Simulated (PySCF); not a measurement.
SMILES [O]=[Cr-2](=[O])(=[O])=[O] (CrO4 (anion, charge -2)), B3LYP/def2-SVP optimised geometry.

```
5

Cr    -0.55    -0.77     0.00
O     -1.09    -1.54     1.34
O     -1.09     0.77     0.00
O     -1.09    -1.55    -1.34
O      1.09    -0.77     0.00
```

Density from B3LYP/def2-TZVPD (PySCF 2.14.0) at that geometry.

Minimum of the electron density along straight lines between bonded atoms, close to the bond critical point (lines longer than 1.1 times the sum of covalent radii, or with two minima, are not listed):

```json
[
 {"bond": "Cr1–O2", "length / Å": "1.638", "ρ at the minimum / e bohr⁻³": "0.235", "∇²ρ there / e bohr⁻⁵": "0.95", "position (fraction from the first atom)": "0.52"},
 {"bond": "Cr1–O3", "length / Å": "1.638", "ρ at the minimum / e bohr⁻³": "0.235", "∇²ρ there / e bohr⁻⁵": "0.95", "position (fraction from the first atom)": "0.52"},
 {"bond": "Cr1–O4", "length / Å": "1.638", "ρ at the minimum / e bohr⁻³": "0.235", "∇²ρ there / e bohr⁻⁵": "0.95", "position (fraction from the first atom)": "0.52"},
 {"bond": "Cr1–O5", "length / Å": "1.639", "ρ at the minimum / e bohr⁻³": "0.235", "∇²ρ there / e bohr⁻⁵": "0.95", "position (fraction from the first atom)": "0.52"}
]
```
